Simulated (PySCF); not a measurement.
First hyperpolarisability: `S=CB1NBNBN1`, CH$_{6}$B$_{3}$N$_{3}$S

Geometry:
| atom | x (Å) | y (Å) | z (Å) |
| --- | --- | --- | --- |
| S1 | -2.287 | -2.729 | -0.680 |
| C2 | -2.168 | -1.209 | -0.123 |
| B3 | -0.799 | -0.417 | -0.029 |
| N4 | 0.415 | -1.026 | -0.446 |
| B5 | 1.670 | -0.358 | -0.379 |
| N6 | 1.669 | 0.977 | 0.133 |
| B7 | 0.485 | 1.641 | 0.566 |
| N8 | -0.744 | 0.917 | 0.474 |
| H9 | -3.094 | -0.705 | 0.207 |
| H10 | 0.347 | -1.976 | -0.799 |
| H11 | 2.694 | -0.891 | -0.738 |
| H12 | 2.549 | 1.473 | 0.190 |
| H13 | 0.515 | 2.771 | 0.995 |
| H14 | -1.597 | 1.370 | 0.777 |

The calculation used quadratic response CAM-B3LYP/aug-cc-pVDZ first hyperpolarisability, Taylor convention, gas phase (PySCF 2.14.0). Geometry: PBE0-D3(BJ)/def2-SVP.

Problem. What is the first hyperpolarisability, and how does it disperse?

Solution. In au, Taylor convention; the vector part is βᵢ = ⅓ Σⱼ (βᵢⱼⱼ + βⱼᵢⱼ + βⱼⱼᵢ); β∥ is 3/5 of the vector part along the dipole, the dipole points from − to +:
| process | λ (nm) | β vector norm | β∥ | β HRS | depolarisation ratio |
| --- | --- | --- | --- | --- | --- |
| static β(0;0,0) | ∞ | 428.8 | 220.5 | 174.3 | 5.33 |
| second harmonic β(−2ω;ω,ω) | 1907 | 480.5 | 246.2 | 195.2 | 5.34 |
| Pockels β(−ω;ω,0) | 1907 | 445.2 | 228.6 | – | – |
| Pockels β(−ω;ω,0) | 1064 | 484.5 | 248.1 | – | – |

Second harmonics within 0.3 eV of the first excitation or beyond it are left out.

Problem. Which lowest excitations, dipole and polarisabilities go with it?

Solution. S1 1.91 eV (f = 0.000); S2 4.98 eV (f = 0.094); S3 5.29 eV (f = 0.213); dipole 2.00 D; isotropic α 95.7 au static, 96.1 au at 1907 nm, 97.0 au at 1064 nm, 97.4 au at 953.5 nm.
